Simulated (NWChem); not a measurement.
## Polarisability of HFSi

```
Si
F 1 1.6354
H 1 1.5468 2 96.80
```
Charge 0, spin multiplicity 1.

The numbers come from NWChem runs, not from measurements. Structure: optimised with PBE0/def2-SVP, a minimum by its harmonic frequencies.

Basis set: 6-31G*. Static limit. This basis has no diffuse functions, which lowers polarisabilities.

B3LYP has NWChem's definition, with VWN1-RPA local correlation. The Pople sets run with spherical d functions. The structure started from a generated list of species.

Question: One of these methods gave an isotropic polarisability of 24.68 bohr³. Which?
A. LDA (SVWN5)
B. HF
C. B3LYP

Answer: A, LDA (SVWN5). The others give 24.16 (B3LYP), 23.63 (HF).
